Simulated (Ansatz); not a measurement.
Basis-set series for CH$_{3}$ClFMoNO, SMILES `C[N]=[Mo](=[O])([F])[Cl]`. Total charge 0; spin multiplicity 1. Mo: def2 effective core potential. The geometry is a stationary point of PBE0-D4/def2-TZVP.

```xyz
9

C     0.8127   -0.1799    1.3239
N    -0.1597   -0.2992    0.2988
Mo   -0.8221    0.2178   -1.1920
O     0.0778    1.5447   -1.6530
F    -2.6007    0.6618   -0.9057
Cl   -0.5137   -1.4709   -2.6715
H     0.3178   -0.0447    2.2902
H     1.4812    0.6684    1.1377
H     1.4068   -1.0980    1.3715
```

```
functional       basis  functions  energy (Eh)  HOMO (eV)  LUMO (eV)
   PBE0-D4    def2-SVP        120   -797.49926      -8.31      -2.55
   PBE0-D4  def2-QZVPP        469   -798.03851      -8.32      -2.59
   ωB97M-V    def2-SVP        120   -797.72404     -10.51      -0.44
   ωB97M-V  def2-QZVPP        469   -798.26977     -10.55      -0.52
```

(1) Give the rows for def2-TZVPP. (An estimate is asked.)

## Answers

(1) Ansatz gave: 
```json
{"functional": "PBE0-D4", "basis": "def2-TZVPP", "functions": "264", "energy (Eh)": "-798.00620", "HOMO (eV)": "-8.32", "LUMO (eV)": "-2.57"}
{"functional": "ωB97M-V", "basis": "def2-TZVPP", "functions": "264", "energy (Eh)": "-798.23860", "HOMO (eV)": "-10.54", "LUMO (eV)": "-0.49"}
```
